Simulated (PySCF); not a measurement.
A side-by-side comparison of computed properties.

First species: C8H9F3.
SMILES with atom numbers: `[CH2:1]=[CH:2][CH:3]([CH:4]=[CH2:5])/[CH:6]=[CH:7]\[C:8]([F:9])([F:10])[F:11]` (hydrogens: H12, H13 on C1; H14 on C2; H15 on C3; H16 on C4; H17, H18 on C5; H19 on C6; H20 on C7)

Second species: C₅H₅NO₃.
SMILES: `N#CC1COC(=O)OC1`

Levels: PBE0/pcSseg-1 for HOMO energy, LUMO energy and HOMO–LUMO gap. Geometries: GFN2-xTB. Each species is one conformer at its optimised geometry, gas phase, non-relativistic unless stated; the electronic structure was computed with PySCF and density fitting.

The conformers computed, where there is a choice (atom-mapped SMILES and torsion angles):
- `[CH2:1]=[CH:2][CH:3]([CH:4]=[CH2:5])/[CH:6]=[CH:7]\[C:8]([F:9])([F:10])[F:11]`: C1–C2–C3–C4 123°, C2–C3–C4–C5 -119°, C2–C3–C6–C7 122°, C6–C7–C8–F9 60°

The conformers of `N#CC1COC(=O)OC1` aren't listed.

```tsv
property	column X	column Y
HOMO energy	-8.78 eV	-7.63 eV
LUMO energy	-0.08 eV	-0.92 eV
HOMO–LUMO gap	8.70 eV	6.71 eV
```

(1) Which column belongs to which species?

(2) How does each property change from the first species to the second?

Results:

(1) Column X is the second species and column Y the first. The first has 20 atoms and 84 electrons, the second 14 and 66.

(2) HOMO energy -1.15 eV; LUMO energy +0.84 eV; HOMO–LUMO gap +1.99 eV.

